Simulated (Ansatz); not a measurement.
`[F][GeH]([F])[SeH]` + CH₃NH₂ → `C[NH][GeH]([F])[F]` + H₂Se at 600 K and 1 bar (ligand exchange at a Ge–Se bond).

Computed with Ansatz on PBE0-D4/def2-TZVP structures; ΔE is electronic, products minus reactants. CCSD(T)/CBS adds triple-zeta CCSD(T) − MP2 to the extrapolated MP2 energy (def2 sets, frozen cores). For Ge, Se outer-core shells are correlated without core-valence functions, which leaves a few kJ/mol of doubt a bond. Scalar relativity is left out up to krypton. One conformer a species, not always the lowest.

```
             species  CCSD(T)/CBS energy (Eh)  H − E (kJ/mol)  S (J/(mol·K))
`[F][GeH]([F])[SeH]`              -4677.70208           104.1          416.0
              CH₃NH₂                -95.75281           199.3          283.8
`C[NH][GeH]([F])[F]`              -2371.54669           237.7          445.6
                H₂Se              -2401.89790            57.0          244.8
```

H − E and S are ideal-gas, rigid-rotor, harmonic terms from PBE0-D4/def2-TZVP, for one conformer and one mirror image of each species. 1 Eh = 2625.50 kJ/mol, R = 8.31446 J/(mol·K).

Q: By hand: ΔE, ΔH, ΔS and ΔG.

A: ΔE = (-2371.54669) + (-2401.89790) − (-4677.70208) − (-95.75281) = 0.01030 Eh = 27.0 kJ/mol. Δ(H − E) = 237.7 + 57.0 − 104.1 − 199.3 = -8.7, so ΔH = 18.3 kJ/mol. ΔS = 445.6 + 244.8 − 416.0 − 283.8 = -9.4 J/(mol·K). ΔG = 18.3 − 600 × (-9.4)/1000 = 23.9 kJ/mol.

Q: By hand: the equilibrium constant, and the temperature at which ΔG would vanish if ΔH and ΔS stayed fixed.

A: log₁₀ K = −ΔG/(RT ln 10) = -2.1. ΔH and −TΔS have one sign here, so there is no such temperature.

The number of gas molecules stays the same, so ΔS is small and ΔH decides. A doubt of 5 kJ/mol in ΔE shifts log₁₀ K by 0.4 here. Other conformers and mirror images would add mixing entropy, several J/(mol·K) or more a flexible species. These are equilibria of isolated gas molecules and say nothing of rates. Largest T1 diagnostic: 0.012 (customary marks: 0.02 for closed shells, 0.045 for open ones).

ΔS is within the doubt of such terms, so its sign, and with it that verdict, could turn.
